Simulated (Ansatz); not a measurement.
`[CH3][Sn]([F])[F]` radical. The species carries charge 0 and has multiplicity 2. Sn: def2 effective core potential. The structure was optimised at the PBE0-D4/def2-TZVP level.

```xyz
7

C     0.201   -0.906    0.351
Sn   -0.063    1.255    0.271
F    -1.845    1.503   -0.421
F     1.001    1.821   -1.234
H     1.237   -1.122    0.606
H    -0.489   -1.314    1.086
H    -0.043   -1.237   -0.659
```

**Question.** What is the dipole moment at PBE/def2-TZVPP? (Estimate.)

**Answer.** Ansatz gave: 3.87 D, with components (1.10, -2.23, 2.96) D in this frame, pointing from negative to positive charge.

**Question.** And with r2SCAN, B3LYP, ωB97M-V? (Estimate.)

**Answer.** Computed: r2SCAN 4.03 D, B3LYP 4.15 D, ωB97M-V 4.11 D.

**Question.** Give the Mulliken charges with PBE, B3LYP, r2SCAN in def2-TZVPP. (Estimate.)

**Answer.** Computed: 
| atom | PBE | B3LYP | r2SCAN |
| --- | --- | --- | --- |
| C1 | -0.54 | -0.55 | -0.45 |
| Sn2 | 0.97 | 1.07 | 1.03 |
| F3 | -0.44 | -0.49 | -0.48 |
| F4 | -0.44 | -0.49 | -0.48 |
| H5 | 0.14 | 0.14 | 0.12 |
| H6 | 0.14 | 0.14 | 0.12 |
| H7 | 0.16 | 0.16 | 0.14 |

B3LYP here is the variant with VWN-RPA as its local correlation; programs differ in this.
